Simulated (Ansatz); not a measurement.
A CCSD(T) single point on C$_{4}$H$_{11}$B (`BC(C)(C)C`).

```yaml
crystal:
  periodic: [false, false, false]
  atoms:
    - {symbol: B, position_ang: [-0.355110, 1.269393, -0.970088]}
    - {symbol: C, position_ang: [-0.095169, 0.007563, -0.099207]}
    - {symbol: C, position_ang: [1.029019, 0.601992, 0.787906]}
    - {symbol: C, position_ang: [0.454963, -1.193140, -0.861071]}
    - {symbol: C, position_ang: [-1.262746, -0.407502, 0.789188]}
    - {symbol: H, position_ang: [0.292703, 1.467854, -1.959770]}
    - {symbol: H, position_ang: [-1.124802, 2.112588, -0.602511]}
    - {symbol: H, position_ang: [1.353372, -0.166564, 1.498372]}
    - {symbol: H, position_ang: [0.688736, 1.463374, 1.369824]}
    - {symbol: H, position_ang: [1.904942, 0.900497, 0.204932]}
    - {symbol: H, position_ang: [0.783188, -1.977934, -0.169981]}
    - {symbol: H, position_ang: [-0.305456, -1.629289, -1.514667]}
    - {symbol: H, position_ang: [1.307841, -0.914073, -1.484693]}
    - {symbol: H, position_ang: [-2.086930, -0.812828, 0.195827]}
    - {symbol: H, position_ang: [-0.956889, -1.183924, 1.499727]}
    - {symbol: H, position_ang: [-1.650662, 0.439293, 1.360710]}
basis:
  gaussian: {orbitals: def2-SVP}
correlation: {method: ccsd_t}
```

```sh
$ ansatz run in.yaml --threads 4 --pin off --events-out ev --progress --plain --max-ram 10444MiB
```

The program prints (abridged):

```
Functional definition: HF
1295 factors; integrals over basis functions are off by at most 1.3e-3 eV
mean field evaluation 1: about -4960.0917 eV, gradient 3.3e1 eV
mean field evaluation 2: about -4960.2101 eV, gradient 3.3e1 eV
mean field evaluation 4: about -4963.5109 eV, gradient 4.0e0 eV
mean field evaluation 8: about -4963.5617 eV, gradient 1.6e-1 eV
mean field evaluation 16: about -4963.4450 eV, gradient 5.7e-1 eV
mean field -4963.56182444 eV, -182.4075326252 hartree, gradient 3.9e-6 eV, S^2 0.000000; 0 other end points of the search recorded, 0 dependent functions left out
5 core orbitals not correlated: weight in the atoms' cores, before any rotation towards them, 1.000 or more for the frozen orbitals, at most 0.000 for the correlated occupied ones
reference -4963.56182444 eV, -182.4075326252 hartree; 15, 15 occupied and 105, 105 virtual orbitals, 1295 factors
second order -18.24621822 eV of doubles, -0.00000000 eV of singles
cycle   1  -19.57872210 eV  change    -1.3e0 eV  update   8.7e-2
cycle   2  -20.12585279 eV  change   -5.5e-1 eV  update   2.5e-2
cycle   3  -20.18860351 eV  change   -6.3e-2 eV  update   8.4e-3
cycle   4  -20.18916509 eV  change   -5.6e-4 eV  update   2.4e-3
cycle   5  -20.18967146 eV  change   -5.1e-4 eV  update   9.8e-4
cycle   6  -20.18960416 eV  change    6.7e-5 eV  update   3.8e-4
cycle   7  -20.18948627 eV  change    1.2e-4 eV  update   1.6e-4
cycle   8  -20.18948240 eV  change    3.9e-6 eV  update   6.3e-5
cycle   9  -20.18946604 eV  change    1.6e-5 eV  update   2.2e-5
perturbative correction -0.59642035 eV, -0.0219180436 hartree
Total energy: -4984.34771083 eV, -183.1713998609 hartree
```

Run time 11 s (4 threads of an Arm Neoverse V1 on a shared host); peak host memory 0.82 GiB.

The correlation energy is -20.786 eV, 2.9 % of it from (T); the T1 diagnostic reads 0.0079.
